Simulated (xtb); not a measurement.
Te(Br)(SMe) (CH3BrSTe), SMILES CS[Te]Br. All values are semi-empirical tight-binding results from xtb (GFN2-xTB unless named), good for trends rather than for accurate numbers. Coordinates come from a GFN2-xTB optimisation. The structure was generated by enumeration, and PubChem lists no compound with its InChIKey, so it may never have been made. The values are those of a single conformer.

Optimised geometry:

Bonds (Å): Te1–Br2 2.500, Te1–S3 2.365, S3–C4 1.820, C4–H5 1.086, C4–H6 1.085, C4–H7 1.086. Angles (°): Br2–Te1–S3 99.4, Te1–S3–C4 103.5, S3–C4–H5 110.3, S3–C4–H6 105.9, S3–C4–H7 109.6, H5–C4–H6 110.0, H5–C4–H7 111.1, H6–C4–H7 109.8.

The orbital gap comes out as 3.09 eV, the zero-point energy is 24.3 kcal/mol and the G − E(el) at 298.15 K (modified RRHO) comes out as 2.9 kcal/mol. The static polarisability (D4 model) is 93.6 bohr³. The solvation energy, GFN2-xTB/ALPB(water) comes out as -1.1 kcal/mol and the solvation energy, GFN2-xTB/ALPB(methanol) is -6.0 kcal/mol.

Computed atomic charges and the Wiberg bond orders between heavy atoms:
charges (e) Te1 0.16, Br2 -0.10, S3 -0.18, C4 -0.05, H5 0.05, H6 0.06, H7 0.06. Bond orders Te1–Br2 1.22, Te1–S3 1.17, S3–C4 1.00.
